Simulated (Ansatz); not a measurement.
Geometry optimisation, RKS B3LYP-D4/6-31G (Ansatz).

Input file:

```yaml
crystal:
  periodic: [false, false, false]
  atoms:
    - { symbol: O, position_ang: [-1.2175, -0.7986, 1.4747] }
    - { symbol: B, position_ang: [0.0862, -1.2113, 1.1643] }
    - { symbol: B, position_ang: [0.9475, -0.4785, -0.0449] }
    - { symbol: F, position_ang: [2.3944, -0.9308, -0.3117] }
    - { symbol: Si, position_ang: [0.2488, 0.999, -1.0612] }
    - { symbol: O, position_ang: [-1.1542, 0.5078, -1.8932] }
    - { symbol: H, position_ang: [-1.1239, -0.0557, 2.1625] }
    - { symbol: H, position_ang: [0.5929, -2.091, 1.7669] }
    - { symbol: H, position_ang: [-0.1011, 2.1151, -0.0812] }
    - { symbol: H, position_ang: [1.2544, 1.4827, -1.9819] }
    - { symbol: H, position_ang: [-1.862, 0.4043, -1.1737] }
basis:
  gaussian: { orbitals: "6-31G" }
hamiltonian:
  xc: b3lyp
  dispersion: d4
relax:
  f_tol: 0.02
  max_steps: 40
scf:
  lower_state_search: "off"
```

Command:

```bash
$ ansatz run input.yaml --threads 1 --pin off --max-ram 2048MiB --backend cpu --events-out ev --progress --plain --runs-dir out
```

Problem. Where does it end, and by what steps?

Solution. The forces met the threshold. Limits of this set-up: no polarisation functions. After 25 steps the energy has fallen by 1.853 eV; H7 moved furthest, 1.63 Å.

```tsv
step	energy less start (eV)	largest force component (eV/Å)	accepted
0	0.0000	4.187	yes
1	-0.7288	2.479	yes
2	-1.0807	1.652	yes
3	-1.3792	2.351	yes
4	-1.5541	1.893	yes
5	-1.6261	1.699	yes
6	-1.7037	1.115	yes
7	-1.7550	0.964	yes
8	-1.7846	0.600	yes
9	-1.8087	0.436	yes
10	-1.8240	0.202	yes
11	-1.8345	0.283	yes
12	-1.8394	0.378	yes
13	-1.8458	0.082	yes
14	-1.8452	0.168	no
15	-1.8470	0.023	yes
16	-1.8470	0.156	yes
17	-1.8494	0.069	yes
18	-1.8507	0.048	yes
19	-1.8509	0.145	yes
20	-1.8519	0.079	yes
21	-1.8523	0.066	yes
22	-1.8527	0.033	yes
23	-1.8528	0.030	yes
24	-1.8530	0.033	yes
25	-1.8531	0.019	yes
```

```xyz
11
Properties=species:S:1:pos:R:3
O -1.231 -0.915 1.029
B 0.127 -1.157 1.178
B 1.126 -0.255 0.112
F 2.485 -0.476 0.130
Si 0.370 1.137 -1.182
O -1.364 1.108 -1.027
H -1.865 -1.389 1.598
H 0.485 -1.941 2.010
H 0.892 2.516 -0.858
H 0.756 0.832 -2.608
H -1.717 0.482 -0.361
```

Run time: 70 s on 1 thread of Arm Neoverse V2 (shared host), peak memory 0.15 GiB.
